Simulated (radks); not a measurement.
Coulomb parameter of the 3d shell of the zinc ion Zn3+ in the model configuration [Ar] 3d8 4s1, as a second difference U = [E(n + 1) + E(n - 1) - 2 E(n)] / (1)^2 with all orbitals relaxed. "Bare": the charge of the atom changes with n. "Screened": the 4s shell takes up the change at fixed total charge, which measures U(3d,3d) + U(4s,4s) - 2 U(3d,4s). Calculated with a radial shooting solver on a logarithmic mesh with Libxc functionals: Dirac Kohn-Sham, PBE, spin-unpolarised, spherical densities, finite nucleus; open shells are shared between the two j in proportion to 2j + 1; Fermi nuclear charge, rms radius 3.9283 fm.

[
 {"case": "start", "configuration": "[Ar] 3d8 4s1", "E - E(n) (eV)": "0.000"},
 {"case": "bare +1", "configuration": "[Ar] 3d9 4s1", "E - E(n) (eV)": "-48.298"},
 {"case": "bare -1", "configuration": "[Ar] 3d7 4s1", "E - E(n) (eV)": "70.808"},
 {"case": "screened +1", "configuration": "[Ar] 3d9", "E - E(n) (eV)": "-17.889"},
 {"case": "screened -1", "configuration": "[Ar] 3d7 4s2", "E - E(n) (eV)": "23.885"}
]

U(bare) = 22.510 eV, U(screened by 4s) = 5.996 eV.
